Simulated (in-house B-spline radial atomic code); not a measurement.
Configurations of the copper ion Cu⁴⁺, with energies counted from [Ar] 3d7. All numbers are computed (non-relativistic TPSSh, spin-polarised, spherical fractional occupations, exact exchange averaged over the configuration; point nucleus) with a B-spline radial code for spherical atoms, not measured. Shells without spins written out take the highest spin.

Occupations are held fixed; configurations that lie above the ionisation limit could autoionise.

| configuration | E - E(ref) (eV) | highest orbital | its <r> (bohr) |
| --- | --- | --- | --- |
| [Ar] 3d6 4s1 | 23.401 | 4s up | 1.858 |
| [Ar] 3d6 4d1 | 47.832 | 4d up | 2.614 |
| [Ar] 3d6 4f1 | 58.422 | 4f up | 3.441 |
| [Ne] 3s2 3p5 3d8 | 69.513 | 3d down | 0.809 |

(1) Order these further configurations by energy, lowest first.
A. [Ar] 3d6 4p1
B. [Ne] 3s2 3p5 3d7 4d1
C. [Ne] 3s2 3p5 3d7 4f1
D. [Ne] 3s2 3p5 3d7 4p1
E. [Ne] 3s2 3p5 3d7 4s1

Results:

(1) A (33.375 eV), E (93.218 eV), D (103.22 eV), B (117.74 eV), C (128.36 eV).
